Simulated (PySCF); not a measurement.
# Computed properties of CCl₂, SMILES [C](Cl)Cl

CCl2, SMILES Cl[C]Cl (connectivity only; charge and spin as stated), neutral, multiplicity 1. Geometry optimised at PBE0-D3(BJ)/def2-TZVP. The isomer is the one that the SMILES or the coordinates give; other isomers of the formula were not compared. Other conformers were not sampled. All values are computed for the isolated molecule unless a solvent is named; none is compared with measurement here.

**Structure.** The optimised structure has C2v symmetry. All 3 harmonic modes at PBE0-D3(BJ)/def2-TZVP (PySCF) are real, so it is a minimum. With heavy atoms numbered as in [Cl:1][C:2][Cl:3], the shortest bond between them is Cl1–C2 at 1.708 Å and the longest C2–Cl3 at 1.708 Å.

**Vibrations.** The strongest infrared lines (harmonic, unscaled, degenerate partners summed) lie at 791 cm⁻¹ (360 km/mol, C 80 %, Cl 20 %), 740 cm⁻¹ (30 km/mol, C 76 %, Cl 24 %). The softest mode is at 340 cm⁻¹ and the zero-point energy is 2.7 kcal/mol.

**Electronic structure.** r2SCAN/def2-TZVPD (PySCF) places the frontier levels at -6.48 and -4.26 eV, a gap of 2.22 eV, and gives a dipole moment of 1.14 D and a mean polarisability of 43.9 bohr³.

**Excitations.** TDA-B3LYP/def2-TZVPD (PySCF) has S1 at 2.57 eV (483 nm, f = 0.004, weak); the most intense of the 10 singlets computed lies at 7.50 eV (f = 0.15). T1 (TDA) is at 1.07 eV, 1.50 eV under S1.

**NMR.** GIAO shifts at HF/pcSseg-2 (PySCF) (non-relativistic, atoms alike by connectivity averaged): ¹³C at 771.7 ppm against TMS. Without spin–orbit terms, shifts of atoms bonded to Cl or Br come out too high.
